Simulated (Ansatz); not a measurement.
H₂N, doublet, at a GFN2-xTB geometry. Base run: B3LYP/cc-pVDZ in Ansatz (an electronic-structure program).

Geometry (Å):
```xyz
3

N     -0.0015     0.0036     0.1295
H      0.0068     0.8170    -0.4762
H      0.0037    -0.8423    -0.4300
```
Charge 0, spin multiplicity 2.
Orbitals are unrestricted.
All else is at Ansatz's defaults.

Each row names what was changed in the base input (with any setting that the change needs).

```json
[
 {"change": "base", "E (Eh)": "-55.87514", "SCF-reference <S^2>": "0.753"},
 {"change": "functional = b3lyp; dispersion = d3bjatm", "E (Eh)": "-55.87589", "SCF-reference <S^2>": "0.753"},
 {"change": "functional = pbe0", "E (Eh)": "-55.80896", "SCF-reference <S^2>": "0.753"},
 {"change": "functional = hse06", "E (Eh)": "-55.80599", "SCF-reference <S^2>": "0.753"},
 {"change": "functional = cam_b3lyp", "E (Eh)": "-55.84594", "SCF-reference <S^2>": "0.753"},
 {"change": "functional = SVWN5", "E (Eh)": "-55.38509", "SCF-reference <S^2>": "0.752"},
 {"change": "functional = b3lyp5", "E (Eh)": "-55.84234", "SCF-reference <S^2>": "0.753"},
 {"change": "functional = B97M-V", "E (Eh)": "-55.86527", "SCF-reference <S^2>": "0.754"},
 {"change": "functional = wB97X", "E (Eh)": "-55.85645", "SCF-reference <S^2>": "0.753"},
 {"change": "functional = r2scan", "E (Eh)": "-55.84428", "SCF-reference <S^2>": "0.754"},
 {"change": "functional = B2PLYP", "E (Eh)": "-55.81690", "SCF-reference <S^2>": "0.754"},
 {"change": "functional = PBE0-DH", "E (Eh)": "-55.80652", "SCF-reference <S^2>": "0.754"},
 {"change": "functional = lc_wpbe", "E (Eh)": "-55.84090", "SCF-reference <S^2>": "0.753"}
]
```

Absolute energies of different levels of theory aren't comparable as measures of quality.
